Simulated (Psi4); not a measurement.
triplet silylene (H₂Si), triplet, at a GFN2-xTB geometry; BHHLYP/STO-3G (Psi4).

Here is a job for Psi4.
```
memory 2 GB

molecule {
0 3
  Si   -0.00639139   -0.00195053    0.08523542
  H     0.04566728    1.28384221   -0.56751131
  H     0.04381220   -1.25653473   -0.62578461
}

set basis sto-3g
set reference uks
set scf_type pk
set puream true
set d_convergence 1e-8
set dft_radial_points 99
set dft_spherical_points 590

energy('bhhlyp')
print_variables()
```

The log (banner, timings and long lists left out):

```
   => Loading Basis Set <=

    Name: STO-3G
    Role: ORBITAL
    Keyword: BASIS

         ---------------------------------------------------------
                                   SCF
               by Justin Turney, Rob Parrish, Andy Simmonett
                          and Daniel G. A. Smith
                              UKS Reference
         ---------------------------------------------------------

  ==> Geometry <==

    Molecular point group: cs
    Full point group: Cs

    Geometry (in Angstrom), charge = 0, multiplicity = 3:

       Center              X                  Y                   Z               Mass
    ------------   -----------------  -----------------  -----------------  -----------------
         SI          -0.045954602569    -0.001048687549     0.000000000000    27.976926534650
         H            0.608857231621     1.284747886833     0.000000000000     1.007825032230
         H            0.666829022320    -1.255636628862     0.000000000000     1.007825032230

  Running in cs symmetry.

  Rotational constants: A =     19.16522  B =      5.18103  C =      4.07848 [cm^-1]
  Rotational constants: A = 574558.72679  B = 155323.45318  C = 122269.65934 [MHz]
  Nuclear repulsion =   10.476903883215837

  Charge       = 0
  Multiplicity = 3
  Electrons    = 16
  Nalpha       = 9
  Nbeta        = 7

  ==> Algorithm <==

  SCF Algorithm Type is PK.
  DIIS enabled.
  MOM disabled.
  Fractional occupation disabled.
  Guess Type is SAD.
  Energy threshold   = 1.00e-06
  Density threshold  = 1.00e-08
  Integral threshold = 1.00e-12

  ==> Primary Basis <==

  Basis Set: STO-3G
    Blend: STO-3G
    Number of shells: 7
    Number of basis functions: 11
    Number of Cartesian functions: 11
    Spherical Harmonics?: true
    Max angular momentum: 1

  ==> DFT Potential <==

   => LibXC <=

    Version 7.1.2
    S. Lehtola, C. Steigemann, M. J. T. Oliveira, and M. A. L. Marques,  SoftwareX 7, 1–5 (2018) (10.1016/j.softx.2017.11.002)

   => Composite Functional: BHANDHLYP <=

    BHandHLYP Hyb-GGA Exchange-Correlation Functional

    A. D. Becke,  J. Chem. Phys. 98, 1372 (1993) (10.1063/1.464304)
    Defined through Gaussian implementation.

    Deriv               =              1
    GGA                 =           TRUE
    Meta                =          FALSE

    Exchange Hybrid     =           TRUE
    MP2 Hybrid          =          FALSE

   => Exchange Functionals <=

    0.5000         Becke 88

   => Exact (HF) Exchange <=

[...]
      Ntotal   =   15.9999999878 ; deviation = -1.220e-08

   @Spin Contamination Metric:   3.762227345E-04
   @S^2 Expected:                2.000000000E+00
   @S^2 Observed:                2.000376223E+00
   @S   Expected:                1.000000000E+00
   @S   Observed:                1.000000000E+00

    Orbital Energies [Eh]
    ---------------------

    Alpha Occupied:

[...]
    Alpha Virtual:

[...]
    Beta Occupied:

[...]
       6Ap    -0.324385

    Beta Virtual:

[...]
       9Ap     0.556846

    Final Occupation by Irrep:
             Ap   App
    DOCC [     6,    1 ]
    SOCC [     1,    1 ]
    NA   [     7,    2 ]
    NB   [     6,    1 ]

  @UKS Final Energy:  -287.17337628578815

   => Energetics <=

    Nuclear Repulsion Energy =             10.4769038832158365
    One-Electron Energy =                -421.2309610309393406
    Two-Electron Energy =                 134.7406339546485015
    DFT Exchange-Correlation Energy =     -11.1599530927131454
    Empirical Dispersion Energy =           0.0000000000000000
    VV10 Nonlocal Energy =                  0.0000000000000000
    Total Energy =                       -287.1733762857881516

  UHF NO Occupations:
  HONO-2 :    6 Ap 1.9998360
  HONO-1 :    7 Ap 1.0000000
  HONO-0 :    2App 1.0000000
  LUNO+0 :    8 Ap 0.0001640
  LUNO+1 :    9 Ap 0.0000242

Computation Completed

Properties will be evaluated at   0.000000,   0.000000,   0.000000 [a0]

Properties computed using the SCF density matrix

 Multipole Moments:

 ------------------------------------------------------------------------------------
     Multipole            Electronic (a.u.)      Nuclear  (a.u.)        Total (a.u.)
 ------------------------------------------------------------------------------------

 L = 1.  Multiply by 2.5417464519 to convert [e a0] to [Debye]
 Dipole X            :         -1.3890508            1.1949151           -0.1941358
 Dipole Y            :         -0.0316982            0.0272681           -0.0044302
 Dipole Z            :          0.0000000            0.0000000            0.0000000
 Magnitude           :                                                    0.1941863

 ------------------------------------------------------------------------------------

  Variable Map:
  ----------------------------------------------------------------------------
[...]
  Array Variable Map:
  ----------------------------------------------------------------------------
[...]
[...]
```
